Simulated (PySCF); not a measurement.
# Frontier levels across methods

Species: C3H4BF2N.
Atom-mapped SMILES: `[H]/[N:1]=[CH:2]\[CH:3]=[CH:4]\[B:5]([F:6])[F:7]` (hydrogens: H8 on N1; H9 on C2; H10 on C3; H11 on C4)

Geometry (PBE0-D3(BJ)/def2-SVP, Å), atoms numbered from 1 in this order:
```xyz
11
C3H4BF2N angstrom
N     -2.6406    0.8701    0.1444
C     -1.6932    0.0544    0.3786
C     -0.2796    0.2431    0.0425
C      0.6851   -0.6524    0.3259
B      2.1651   -0.3966   -0.0484
F      3.1141   -1.2618    0.2560
F      2.5307    0.7014   -0.6890
H     -2.2771    1.7081   -0.3268
H     -1.9437   -0.8942    0.8844
H     -0.0201    1.1799   -0.4690
H      0.4050   -1.5805    0.8383
```

Basis pcSseg-1 throughout (PySCF), one geometry. One conformer (not necessarily the lowest) at the PBE0-D3(BJ)/def2-SVP geometry, without solvent, vibrations or thermal averaging.

Problem. How do the orbital energies, the gap and the dipole change with the method?

Solution. 
```json
{"method": "BLYP", "kind": "GGA", "HOMO (eV)": "-6.42", "LUMO (eV)": "-3.28", "gap (eV)": "3.14", "μ (D)": "0.35", "SCF cycles": "16"}
{"method": "OPBE", "kind": "GGA", "HOMO (eV)": "-6.53", "LUMO (eV)": "-3.37", "gap (eV)": "3.16", "μ (D)": "0.36", "SCF cycles": "16"}
{"method": "BP86", "kind": "GGA", "HOMO (eV)": "-6.67", "LUMO (eV)": "-3.55", "gap (eV)": "3.11", "μ (D)": "0.39", "SCF cycles": "16"}
{"method": "B3LYP", "kind": "global hybrid", "HOMO (eV)": "-7.90", "LUMO (eV)": "-2.76", "gap (eV)": "5.15", "μ (D)": "0.32", "SCF cycles": "14"}
{"method": "mPW1PW91", "kind": "global hybrid", "HOMO (eV)": "-8.23", "LUMO (eV)": "-2.61", "gap (eV)": "5.62", "μ (D)": "0.32", "SCF cycles": "14"}
{"method": "CAM-B3LYP", "kind": "range-separated hybrid", "HOMO (eV)": "-9.61", "LUMO (eV)": "-1.43", "gap (eV)": "8.18", "μ (D)": "0.38", "SCF cycles": "13"}
{"method": "LC-wPBE", "kind": "range-separated hybrid", "HOMO (eV)": "-10.99", "LUMO (eV)": "-0.35", "gap (eV)": "10.65", "μ (D)": "0.50", "SCF cycles": "14"}
```

The HOMO spans 4.58 eV, from BLYP down to LC-wPBE, and the gap runs from 3.11 eV (BP86) to 10.65 eV (LC-wPBE). Over the methods BLYP (0 %), OPBE (0 %), BP86 (0 %), B3LYP (20 %), mPW1PW91 (25 %), a straight line through the gap against the share of exact exchange rises by 1.00 eV for each 10 % (correlation coefficient 1.000). The dipole ranges from 0.32 D (B3LYP) to 0.50 D (LC-wPBE). This basis has no diffuse functions.
